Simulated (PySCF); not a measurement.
**Two-component Hartree-Fock for W+ (tungsten, charge +1)**

Start: [Xe] 4f14 5d3 6s1 6p1; 5d5/2 filled at m_j = +1/2, +3/2, +5/2; 6s1/2 filled at m_j = +1/2; 6p3/2 filled at m_j = +3/2. Calculated with PySCF 2.14 in x2c-SVPall-2c with one added diffuse shell each of s, d type (8s9p10d2f, 99 functions): generalised Hartree-Fock with the X2C-1e Hamiltonian and a Gaussian nucleus; one run each with spin-orbit coupling (SO) switched off, then screened by Boettger's factors. This is a chosen level, not necessarily the ground level.

```csv
spinor shell,electrons,"ε, spin-free (eV)","ε, screened SO (eV)",weight of nominal j (screened SO),"rms radius, screened SO (bohr)"
1s1/2,2,-69911.0,-69889.7,1.000,0.0208
2s1/2,2,-12220.5,-12213.8,1.000,0.0838
2p1/2,2,-10693.5,-11660.4,1.000,0.0713
2p3/2,4,-10693.5,-10301.2,1.000,0.0787
3s1/2,2,-2888.0,-2885.8,1.000,0.214
3p1/2,2,-2428.0,-2639.5,1.000,0.206
3p3/2,4,-2428.0,-2340.6,1.000,0.221
3d3/2,4,-1892.6,-1930.0,1.000,0.195
3d5/2,6,-1892.6,-1865.7,1.000,0.199
4s1/2,2,-639.69,-639.06,1.000,0.478
4p1/2,2,-486.02,-535.43,1.000,0.487
4d3/2,4,-287.29,-294.89,1.000,0.544
4d5/2,6,-287.29,-281.73,1.000,0.556
5s1/2,2,-107.63,-107.57,1.000,1.15
5p1/2,2,-66.070,-73.196,0.961,1.32
5p3/2,4,-66.070,-63.058,0.978,1.35
4f5/2,6,-64.388,-65.378,0.987,0.666
4f7/2,8,-64.388,-63.202,0.991,0.668
5d5/2,3,-22.895,-22.703,0.659,2.00
6s1/2,1,-18.540,-18.523,0.991,3.13
6p3/2,1,-10.781,-10.651,1.000,4.64
```

Where does 4p3/2 lie, and what is the 4p spin-orbit splitting (screened SO)?

At -465.52 eV, 69.915 eV above 4p1/2.

```tsv
quantity	spin-free	screened SO
E (hartree)	-16129.37355	-16148.25653
M_J	13/2	13/2
⟨J²⟩	48.760	48.803
⟨L²⟩	20.008	21.212
⟨S²⟩	8.751	8.330
```

Each row is a mean over spinors that exchange with the open shell spreads, by up to 6.734 eV (5p3/2).

Rows whose weight is well below 1 are mixtures of j = l ± 1/2: exchange outweighs spin-orbit coupling there, and the label is only the starting occupation.

⟨J²⟩ departs a little from M_J(M_J + 1) because the unrestricted spinors polarise the closed shells.

Breit and QED terms are absent; they matter most for the inner s and p1/2 levels.

Densities and radii are taken from the X2C orbitals without a picture-change correction, which distorts them close to the nucleus.

Without spin-orbit coupling the j labels of p, d and f shells carry no meaning; the spin-free column gives the mean over the occupied spinors of each nl shell.
